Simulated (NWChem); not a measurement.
System: MgHCl; SMILES [MgH][Cl]

Here is an NWChem input.

```
start job
memory heap 200 mb stack 900 mb global 1100 mb
geometry units angstroms noautosym nocenter noautoz
  Mg    -0.001954     1.137403     0.000000
  H     -0.007679     2.824253     0.000000
  Cl     0.001417    -1.072473     0.000000
end
basis spherical
  * library def2-svp
end
dft
  xc b3lyp
  iterations 150
  vectors input atomic output neutral.movecs
end
task dft energy
charge 1
dft
  odft
  mult 2
  vectors input atomic output cation.movecs
end
task dft energy
```

Structure relaxed at the PBE0/def2-SVP level.

Ions are spin-unrestricted doublets at the neutral geometry; other ion states weren't tried.

Q: Predict the main results of this run. (B3LYP/def2-SVP, vertical spin-unrestricted ions.) Quantities: −ε(HOMO) (eV).

A: 
```json
{
 "−ε(HOMO) (eV)": "8.08"
}
```
